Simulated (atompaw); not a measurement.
Pseudopotential generation for In: PAW (atompaw), PBEsol, scalar-relativistic.

The input file (atompaw 4.2.0.5):

```
In 49
GGA-PBESOL scalarrelativistic loggrid 1500 logderivrange -12 5 426
5 5 4 0 0 0
5 0 1
5 1 0
0 0 0
c
c
c
v
v
c
c
v
v
c
v
3
1.55 1.30 1.05 0.95
n
n
y
-1.3
n
y
0.4
y
2
n
custom polynom gramschmidtortho besselshape
4 0 ultrasoft
1.00
1.55
1.15
1.55
1.55
1.55
1.55
1.55
PWSCFOUT
UPFDX 0.0125d0 UPFXMIN -7.d0 UPFZMESH 49.d0
END
```

Command:

```bash
atompaw < In.input > In.log
```

Output (summary file):

```
Completed calculations for In (AE)

 Exchange-correlation type: GGA, Perdew-Burke-Ernzerhof modified (PBEsol)

 Radial integration grid is logarithmic
 r0 =   1.7725997E-04 h =   8.6857385E-03   n =      1500 rmax =   8.0000000E+01

 Scalar relativistic calculation

 AEatom converged in  23 iterations
   nz     =  49.00
   delta  =       2.252111051778E-17

 All Electron Orbital energies:
  n  l      occupancy      energy
  1  0      2.0000000E+00 -2.0401566E+03
  2  0      2.0000000E+00 -3.0661697E+02
  3  0      2.0000000E+00 -5.9241527E+01
  4  0      2.0000000E+00 -1.0113474E+01
  5  0      1.0000000E+00 -1.7407502E+00
  2  1      6.0000000E+00 -2.7538931E+02
  3  1      6.0000000E+00 -4.9016704E+01
  4  1      6.0000000E+00 -7.0644914E+00
  5  1      0.0000000E+00 -1.1863424E+00
  3  2      1.0000000E+01 -3.3130760E+01
  4  2      1.0000000E+01 -2.6852509E+00

 Total energy
   Total                    :   -11756.10767638024117

 ---
 Completed calculations for In (SC)

 Exchange-correlation type: GGA, Perdew-Burke-Ernzerhof modified (PBEsol)

 Radial integration grid is logarithmic
 r0 =   1.7725997E-04 h =   8.6857385E-03   n =      1500 rmax =   8.0000000E+01

 Scalar relativistic calculation

 SCatom converged in   1 iterations
   nz     =  49.00
   delta  =       1.808835761189E-18

 Valence Electron Orbital energies:
  n  l      occupancy      energy
   4  0      2.0000000E+00 -1.0113474E+01
   5  0      1.0000000E+00 -1.7407502E+00
   4  1      6.0000000E+00 -7.0644914E+00
   5  1      0.0000000E+00 -1.1863424E+00
   4  2      1.0000000E+01 -2.6852509E+00

 Total energy
   Total                    :   -11756.10767637737263
   Valence                  :     -650.98017797729551

 PAW parameters:
       lmax =            3
         rc =    1.5505182939193762
        irc =         1046
   rc_shape =    1.3032391238051546
    rc_vloc =    1.0579822430171348
    rc_core =   0.95324462590125247
   Vloc: Non norm-conserving form with l= 4;e=   0.0000E+00
   Projector type: polynomial pseudization + Gram-Schmidt ortho.
   Bessel compensation charge shape zeroed at   1.3032E+00

 Number of basis functions     8
 No.   n  nodes  l      Energy         Cp coeff         Occ
  1    4    3    0   -0.1011347E+02  0.1000000E+01  0.2000000E+01
  2    5    4    0   -0.1740750E+01  0.9929152E-01  0.1000000E+01
  3    4    2    1   -0.7064491E+01  0.1000000E+01  0.6000000E+01
  4    5    3    1   -0.1186342E+01  0.4396033E+00  0.0000000E+00
  5    4    1    2   -0.2685251E+01  0.1000000E+01  0.1000000E+02
  6  999    2    2   -0.1300000E+01  0.2148810E+02  0.0000000E+00
  7  999    0    3    0.4000000E+00  0.1000000E+01  0.0000000E+00
  8  999    1    3    0.2000000E+01  0.5442954E-01  0.0000000E+00

 Eigenvalues of overlap operator (in the basis of projectors):
    1        1.36753349E-01
    2        5.32925885E-01
    3        7.26692075E-01
    4        2.54650185E+00
    5        2.77332820E+00
    6        3.69353834E+02
    7        4.46770510E+02
    8        1.52223097E+04

 Orbital leakage outside PAW augmentation regions
   orb  is_core?  %out_of_sphere
   1 0    T          -0.00
   2 0    T          -0.00
   3 0    T           0.00
   4 0    F           2.03
   5 0    F          86.76
   2 1    T           0.00
   3 1    T           0.00
   4 1    F           4.57
   5 1    F          93.61
   3 2    T           0.00
   4 2    F          19.04

 Summary of PAW energies
   Total valence energy     :   -650.98026608234693
   Smooth energy            :    181.73680161555481
   One center               :   -832.71706769790171
   Smooth kinetic           :    107.84303774566487
   Vloc energy              :    -24.82146891272117
   Smooth exch-corr         :    -29.40324594700260
   One-center xc            :   -283.29838123651143
```

The run took about 4.3 s on one core of a shared server CPU.
